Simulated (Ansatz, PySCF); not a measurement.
Caution: the highest occupied level lies above zero, so the state may not be bound. This triplet is an excited state, 0.58 eV above the relaxed singlet at the level frozen-core CCSD(T)/aug-cc-pVDZ // PBE0-D3(BJ)/def2-TZVPD (Ansatz, a program for electronic structure).

Z-matrix (Å, degrees):
```
B
B 1 1.6172
H 2 1.2184 1 123.96
H 2 1.2219 3 112.98 1 -179.99
Si 1 1.9509 2 152.27 3 -179.99
H 5 1.5095 1 113.72 2 -121.20
H 5 1.5095 6 103.17 1 123.64
H 5 1.5248 6 101.42 7 104.76
```
Charge -1, spin multiplicity 3.

### Question
Predict the highest occupied spin orbital and total energy from PBE0-D3(BJ)/def2-TZVPD in PySCF 2.14.0.

### Answer

```
Property                              Value
-----------------------------  ------------
highest occupied spin orbital       0.34 eV
total energy                   -341.9480 Ha
```
